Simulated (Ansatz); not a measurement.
Calculated with Ansatz (gas phase, PBE0-D4/def2-TZVP geometries, no zero-point term in ΔE). CCSD(T)/CBS is the MP2 limit (def2-TZVPP, def2-QZVPP) plus CCSD(T) − MP2 in def2-TZVPP, frozen cores. Each species was taken in one conformer, which may not be the lowest.

Reaction (isomerisation): `C[N]1C[CH2][AlH]1` → `C=[N][AlH][CH2]C`

```csv
level,ΔE (eV)
HF/def2-TZVPP,-0.37
CCSD/def2-TZVPP,-0.08
```

(1) What does CCSD(T)/CBS give? (An estimate is asked.)

Largest T1 diagnostic among the species: 0.013.

Results:

(1) Ansatz gave: -0.05 eV. The listed levels differ from it by -0.32, -0.03 eV.

The D4 term adds +0.07 eV with B3LYP and +0.03 eV with PBE0; it sums over pairs of atoms, weighted by their polarisabilities, and B3LYP, whose exchange is more repulsive, gets the larger term. From PBE to PBE0 (25 % exact exchange), in def2-TZVPP and without D4, ΔE moves by +0.08 eV. In def2-TZVPP, CCSD(T) changes the Hartree–Fock value by +0.32 eV (the triples alone add +0.02 eV) and MP2 by +0.43 eV.

B3LYP here is the variant with VWN-RPA as its local correlation; programs differ in this.
